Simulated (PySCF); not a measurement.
**Unknowns**

- σ from GIAO-PBE0/pcSseg-1
- B3LYP/pcJ-1 coupling constants (spin–dipole term left out of most H,H and C,H couplings)
- geometry: GFN2-xTB
- run in PySCF 2.14.0 with density-fitted response routines
- gas phase, averaged over atoms made equivalent by symmetry, fast rotation or ring inversion, a single conformation, relativity neglected

References, each an isolated molecule treated in the same way: $^{1}$H (31.72 ppm), $^{13}$C (186.93 ppm) vs TMS. Multiplet labels drop J under 1 Hz and among equivalent protons, and merge close values. Unscaled 3J(H,H) run several per cent high. Splittings of carbon signals by F and P are missing where no couplings were computed. Where no couplings were computed, multiplicities follow the n + 1 count of equivalent neighbours, and m marks all less simple cases (inequivalent or close neighbours, rings, F or P nearby). Shifts are as computed. Against solution values, carbons near 30 ppm lie about +3 ppm off and those near 130 ppm about +5 ppm. Of 1211 compounds with measured shifts, 218 miss one by over three times the rms of a fit or turn the order of signals round; such compounds aren't used in these exercises.

**Question.** C$_{6}$H$_{9}$P$_{3}$Si. $^{1}$H NMR (300 MHz, computed): δ 8.03 (m, 2H), 7.54 (m, 1H), 7.53 (m, 2H), 3.72 (m, 3H), 0.38 (m, 1H). $^{13}$C{$^{1}$H} NMR (computed): δ 148.4 (C), 138.1 (CH), 134.3 (CH), 133.9 (CH). Identify the compound.

**Answer.** SMILES P1P([SiH3])P1C1=CC=CC=C1. 4 carbon signals for 6 carbons: some carbons are equivalent by symmetry or fast rotation. Carbon types of the structure: 1 × C, 5 × CH, leaving 4 H on heteroatoms. δC 148.4: substituted aromatic carbon. δC 138.1, 134.3, 133.9: aromatic CH; the aromatic region. δH 8.03, 7.54, 7.53: hydrogen on an aromatic CH; aromatic region. δH 0.38: hydrogen on a ring phosphorus.

The data come from this structure; uniqueness wasn't tested.

**Question.** C$_{4}$H$_{6}$O. $^{1}$H NMR (500 MHz, computed): δ 5.98 (m, 2H), 5.07 (m, 4H). $^{13}$C{$^{1}$H} NMR (computed): δ 134.2 (CH), 82.0 (CH2). Identify the compound.

**Answer.** 2,5-dihydrofuran (C1C=CCO1). The formula gives 2 degrees of unsaturation (1 ring in the answer). 2 carbon signals for 4 carbons: some carbons are equivalent by symmetry or fast rotation. Carbon types of the structure: 2 × CH, 2 × CH2, which accounts for all hydrogens. δC 134.2: alkene CH; as expected for a trigonal carbon in a double bond. δC 82.0: allylic sp3 CH2 bonded to O; pulled downfield by the heteroatom. δH 5.98: hydrogen on an alkene CH; attached to an sp2 carbon and in the plane of the double bond. δH 5.07: hydrogen on an allylic sp3 CH2 bonded to O; its carbon carries O, an electronegative neighbour.

The shifts were computed for this structure.
